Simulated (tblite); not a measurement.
`C=C[Si](N)(C=C)[SiH2]O`. Structure optimised with GFN2-xTB, isolated species.

```
atom  x, y, z in Å
C1    -1.7823   -1.9041    0.5186
C2    -0.9885   -1.5353   -0.4739
Si3   -0.0585    0.1123   -0.5497
N4    -0.0369    0.4842   -2.2487
C5    -1.1189    1.3528    0.4297
C6    -0.7326    2.0497    1.4857
Si7    2.1309    0.0430    0.1572
O8     2.4406   -1.5555    0.2209
H9    -1.9761   -1.2525    1.3566
H10   -2.2796   -2.8628    0.5467
H11   -0.8231   -2.2306   -1.2883
H12    0.5285    1.2503   -2.5772
H13   -0.9019    0.4581   -2.7661
H14   -2.1328    1.5012    0.0712
H15    0.2603    1.9519    1.8957
H16   -1.3810    2.7481    1.9953
H17    3.1151    0.6834   -0.7332
H18    2.4344    0.6170    1.4796
H19    3.2925   -1.9019    0.4724
```

(1) Which two atoms are farthest apart?

(2) How far are the heavy atoms from their best plane (unweighted least squares)?

(3) Work out the bond lengths C1–H9, C2–Si3, Si3–C5, N4–H13, C5=C6, C5–H14, C6–H16, Si7–H18 in pm.

(4) What are the angles C2–C1–H10, Si3–C2–H11, C1–C2–H11, Si3–N4–H13, Si3–C5–H14, C5–C6–H16, C5–C6–H15, O8–Si7–H17?

(5) What is the repulsion energy of the bare nuclei, Σ ZA·ZB/RAB?

(6) Give the dihedral angles Si3–Si7–O8–H19, Si7–Si3–N4–H12, C5–Si3–N4–H12, C2–Si3–Si7–H17.

## Answers

(1) H16···H19, 6.77 Å; the next longest distance is 6.58 Å.

(2) 0.985 Å rms; C1 0.88, C2 0.12, Si3 0.54, N4 2.27, C5 0.04, C6 0.92, Si7 0.31, O8 0.78 Å (magnitudes).

(3) For C1–H9 the difference vector is (-0.1938, 0.6516, 0.8380) Å, of length 1.0791 Å. C1–H9 107.9; C2–Si3 189.3; Si3–C5 190.3; N4–H13 100.8; C5=C6 132.3; C5–H14 108.6; C6–H16 108.1; Si7–H18 147.3 pm.

(4) From the scalar product of the two bond vectors; for C2–C1–H10 it is -0.7762 Å² over 1.3233 × 1.0804 Å², cos θ = -0.5429. C2–C1–H10 122.9°; Si3–C2–H11 117.0°; C1–C2–H11 118.5°; Si3–N4–H13 119.0°; Si3–C5–H14 116.1°; C5–C6–H16 122.8°; C5–C6–H15 121.6°; O8–Si7–H17 108.8°.

(5) 521.85 Eh over 171 pairs, with full nuclear charges and distances in bohr; the largest single term is 45.06 Eh (Si3 with Si7).

(6) Si3–Si7–O8–H19 179° (antiperiplanar); Si7–Si3–N4–H12 -48° (synclinal); C5–Si3–N4–H12 76° (synclinal); C2–Si3–Si7–H17 132° (anticlinal). Dihedral signs follow IUPAC: positive where, seen along the central bond, the front bond turns clockwise onto the rear one.

GFN2-xTB frequencies show an imaginary mode (31i cm⁻¹), so the point is no minimum at that level.

The run took 2.4 s wall on Arm Neoverse V1, one thread, no GPU, shared host with 32 logical CPUs at a one-minute load of 10. This is the geometry optimisation.

The numbers are calculated, not measured.
